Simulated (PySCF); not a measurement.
C₄H₁₁N₂OSi (doublet state).
Z-matrix (Å and degrees, GFN2-xTB geometry), rows numbered from 1:
```
C 
C   1  1.5079
O   2  1.2191  1  124.08
N   2  1.3438  1  117.54  3  -179.55
Si  4  1.7635  2  112.23  1   177.92
N   5  1.7383  4  103.00  2   179.26
C   6  1.4360  5  119.08  4   156.80
C   6  1.4406  5  122.96  4   -52.60
H   1  1.0860  2  109.63  3    -9.27
H   1  1.0890  2  109.43  3   110.24
H   1  1.0881  2  110.38  3  -130.25
H   4  1.0091  2  119.78  1     0.96
H   5  1.4599  4  107.95  2   -68.61
H   7  1.0935  6  109.69  5  -147.47
H   7  1.0856  6  109.88  5   -27.79
H   7  1.0969  6  111.81  5    92.66
H   8  1.0970  6  111.58  5   -96.44
H   8  1.0868  6  110.18  5    24.05
H   8  1.0948  6  109.81  5   144.01
```

The hyperfine couplings belong to this conformer and change with its torsions.

As a line formula: `CC(=O)N[SiH]N(C)C` [radical].

Level of theory: PySCF 2.14.0, UKS B3LYP, pcH-1 on C H N O Si, non-relativistic, mean-field spin-orbit, GIAO. Isolated species at its GFN2-xTB geometry (one conformer only). The geometry wasn't refined by DFT: couplings that depend on bond lengths, twists or pyramidal angles can differ widely from those at the functional's own minimum, by a factor of two or more for some ions and for spin on atoms past the first row. The SCF solution wasn't tested for stability.

(1) Where do the isotropic ENDOR lines of N4, N6, H13, H17/H18/H19, H14/H15/H16, H12 and H9/H10/H11 fall at 348.1 mT, to first order?

(2) Which pairs are centred on the nuclear Larmor frequency, and which on half the coupling?

Results:

(1) For S = 1/2 in fast tumbling each set of equivalent nuclei gives two lines, ν± = |νn ± a/2| to first order, with νn = g_N μN B/h and μN/h = 7.62259 MHz/T.

```json
{"nuclei": "N4", "isotope": "14N", "g_N": "0.4038", "νn (MHz)": "1.07", "a_iso (MHz)": "12.45", "lower line (MHz)": "5.15", "upper line (MHz)": "7.30"}
{"nuclei": "N6", "isotope": "14N", "g_N": "0.4038", "νn (MHz)": "1.07", "a_iso (MHz)": "11.87", "lower line (MHz)": "4.86", "upper line (MHz)": "7.01"}
{"nuclei": "H13", "isotope": "1H", "g_N": "5.5857", "νn (MHz)": "14.82", "a_iso (MHz)": "139.92", "lower line (MHz)": "55.14", "upper line (MHz)": "84.78"}
{"nuclei": "H17/H18/H19", "isotope": "1H", "g_N": "5.5857", "νn (MHz)": "14.82", "a_iso (MHz)": "8.98", "lower line (MHz)": "10.33", "upper line (MHz)": "19.31"}
{"nuclei": "H14/H15/H16", "isotope": "1H", "g_N": "5.5857", "νn (MHz)": "14.82", "a_iso (MHz)": "8.69", "lower line (MHz)": "10.47", "upper line (MHz)": "19.17"}
{"nuclei": "H12", "isotope": "1H", "g_N": "5.5857", "νn (MHz)": "14.82", "a_iso (MHz)": "5.03", "lower line (MHz)": "12.31", "upper line (MHz)": "17.34"}
{"nuclei": "H9/H10/H11", "isotope": "1H", "g_N": "5.5857", "νn (MHz)": "14.82", "a_iso (MHz)": "1.37", "lower line (MHz)": "14.14", "upper line (MHz)": "15.50"}
```

(2) Centred on νn, since |a| < 2νn: H17/H18/H19, H14/H15/H16, H12 and H9/H10/H11. Centred on |a|/2 and split by 2νn: N4, N6 and H13.

Class means assume fast exchange of nuclei equivalent by connectivity; if that motion is slow, each nucleus keeps its own coupling. C7 and C8, with what hangs on them, aren't averaged: N6 is flat or nearly so (angle sum 354°), and its turn about the short N6–Si5 bond (1.74 Å) is taken as slow. The three 1H nuclei of mean +8.7 MHz run from 0.4 to 15.7 MHz in the frozen geometry. The three 1H nuclei of mean +9.0 MHz run from 0.4 to 13.4 MHz in the frozen geometry.
